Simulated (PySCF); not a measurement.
A structure optimised at B3LYP-D3(BJ)/def2-SVP, used in a PySCF frequency run:

```
C
H 1 1.1022
H 1 1.1039 2 107.29
Si 1 1.8688 2 109.87 3 117.46
H 4 1.4876 1 110.70 2 -169.41
H 4 1.4884 5 109.66 1 -124.25
Ge 1 1.9796 2 108.03 3 -116.53
H 7 1.5382 1 110.10 2 -45.36
H 7 1.5426 8 109.60 1 120.66
H 7 1.5436 8 109.40 9 119.49
Cl 4 2.0896 5 107.63 6 -116.59
```
Charge 0, spin multiplicity 1.

### Question
Write its SMILES and formula.

### Answer
Cl[SiH2][CH2][GeH3], CH7ClGeSi

### Question
What are its rotational constants (standard atomic weights)?

### Answer
4.6656, 1.1816, 0.99281 GHz
